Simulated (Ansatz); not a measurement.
Start from `COCO` and change one atom or group to get `BCOCO`.

Ansatz, PBE0-D4/def2-TZVP geometries, multiplicity 1. Each molecule was computed in one conformer, which needn't be the lowest.

```
                                        property  `COCO`
             HOMO–LUMO gap (PBE/def2-TZVPP) / eV    6.61
           LUMO energy (ωB97M-V/def2-TZVPP) / eV    2.67
size of the dipole moment (B3LYP/def2-TZVPP) / D    0.33
         HOMO–LUMO gap (ωB97M-V/def2-TZVPP) / eV   13.00
  size of the dipole moment (PBE/def2-TZVPP) / D    0.36
           HOMO energy (ωB97M-V/def2-TZVPP) / eV  -10.34
```

Task: What does the change do to each property? (An estimate is asked.)

Result: The calculation gave: 
```
                                        property  `BCOCO`  shift
             HOMO–LUMO gap (PBE/def2-TZVPP) / eV     3.99  -2.62
           LUMO energy (ωB97M-V/def2-TZVPP) / eV     0.54  -2.13
size of the dipole moment (B3LYP/def2-TZVPP) / D     0.35   0.02
         HOMO–LUMO gap (ωB97M-V/def2-TZVPP) / eV    10.97  -2.03
  size of the dipole moment (PBE/def2-TZVPP) / D     0.47   0.11
           HOMO energy (ωB97M-V/def2-TZVPP) / eV   -10.43  -0.09
```

With PBE0 the HOMO falls by 0.11 eV and the LUMO falls by 2.61 eV, so the gap narrows by about 2.50 eV. PBE moves the HOMO by -0.14 eV and ωB97M-V by -0.09 eV. Dipoles are sizes alone; their direction can turn.

B3LYP here is the variant with VWN-RPA as its local correlation; programs differ in this.
